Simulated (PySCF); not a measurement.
C3H6BN3, SMILES CNB1N=CC=N1. Coordinates come from a PBE-D3(BJ)/def2-SVP optimisation. The structure was generated by enumeration, and PubChem lists no compound with its InChIKey, so it may never have been made. One conformer was computed; it need not be the lowest.

Computed equilibrium geometry at PBE-D3(BJ)/def2-SVP (PySCF confirms it by a frequency run) as Cartesian coordinates in Å, and its point group (one conformer of several):
point group Cs.
```xyz
13

C     -0.3144    -2.6024     0.0000
N      0.5970    -1.4760     0.0000
B      0.2455    -0.1274     0.0000
N     -1.1749     0.3704     0.0000
C     -0.9939     1.6479     0.0000
C      0.4883     2.0238     0.0000
N      1.2563     0.9868     0.0000
H     -0.1708    -3.2429     0.8968
H     -0.1708    -3.2429    -0.8968
H     -1.3514    -2.2188     0.0000
H      1.5960    -1.7029     0.0000
H     -1.8221     2.3897     0.0000
H      0.8623     3.0707     0.0000
```
Charge 0, spin multiplicity 1.
